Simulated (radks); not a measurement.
Results of a calculation; reference values are marked as such.
Valence configurations of Pd I (all share [Kr]). Code: a radial shooting solver on a logarithmic mesh with Libxc functionals. Model: scalar-relativistic Kohn-Sham, BLYP, spin-polarised, spherical densities, point nucleus; open shells are filled with parallel spins first (spin-orbit coupling, left out, can overturn this in heavy ions). Energies are relative to 4d10; eigenvalues in eV for spin up.

\begin{tabular}{lrrrrr}
valence & E (eV) & moment (Bohr magnetons) & e(4d) & e(5p) & e(5s) \\ \hline
4d10 & 0.000 & 0 & -4.026 & - & - \\
4d9 5s1 & 0.993 & 2 & -6.887 & - & -4.663 \\
4d9.5 5p0.5 & 2.116 & 1 & -6.389 & -1.202 & - \\
4d8 5s2 & 3.832 & 2 & -10.128 & - & -5.568 \\
4d8.5 5s1 5p0.5 & 3.904 & 3 & -9.324 & -1.666 & -5.861 \\
4d8.5 5p1.5 & 8.228 & 3 & -10.842 & -2.386 & - \\
4d8 5p2 & 12.232 & 4 & -13.077 & -2.926 & - \\
4d7.5 5p2.5 & 16.877 & 5 & -15.336 & -3.449 & - \\
4d7 5p3 & 22.172 & 6 & -17.618 & -3.961 & - \\
4d6 5s2 5p2 & 24.501 & 6 & -20.133 & -3.817 & -9.768 \\
\end{tabular}

NIST lists [Kr] 4d10 as the ground configuration; this level of theory agrees among the configurations tried. The energies are those of spherical high-spin densities, not of single terms.
